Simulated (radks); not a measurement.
Question: Species: the chromium ion Cr3+. Configuration: [Ar] 3d3 (the NIST ground configuration). Method: Dirac Kohn-Sham, PBE, spin-unpolarised, spherical densities, finite nucleus; open shells are shared between the two j in proportion to 2j + 1; Fermi nuclear charge, rms radius 3.6452 fm; computed with a radial shooting solver on a logarithmic mesh with Libxc functionals. Some entries of the table are withheld. Estimate them.

| orbital | occ. | eigenvalue (eV) | <r> (bohr) | r(max) (bohr) |
|---|---|---|---|---|
| 1s1/2 | 2 | -5919.429 | 0.06355 | 0.04160 |
| 2s1/2 | 2 | (1) | 0.2929 | 0.2435 |
| 2p1/2 | 2 | -606.7168 | (2) | (3) |
| 2p3/2 | 4 | -598.0739 | (4) | (5) |
| 3s1/2 | 2 | -112.6951 | 0.8878 | 0.7729 |
| 3p1/2 | 2 | -84.4456 | (6) | 0.7866 |
| 3p3/2 | 4 | -83.3756 | (7) | 0.7932 |
| 3d3/2 | 1.2 | (8) | (9) | 0.7920 |
| 3d5/2 | 1.8 | (10) | (11) | 0.7940 |

Answer: 
(1) 2s1/2 eigenvalue (eV): -707.4589
(2) 2p1/2 <r> (bohr): 0.2579
(3) 2p1/2 r(max) (bohr): 0.1962
(4) 2p3/2 <r> (bohr): 0.2608
(5) 2p3/2 r(max) (bohr): 0.1985
(6) 3p1/2 <r> (bohr): 0.9328
(7) 3p3/2 <r> (bohr): 0.9408
(8) 3d3/2 eigenvalue (eV): -39.1856
(9) 3d3/2 <r> (bohr): 1.106
(10) 3d5/2 eigenvalue (eV): -39.0754
(11) 3d5/2 <r> (bohr): 1.109
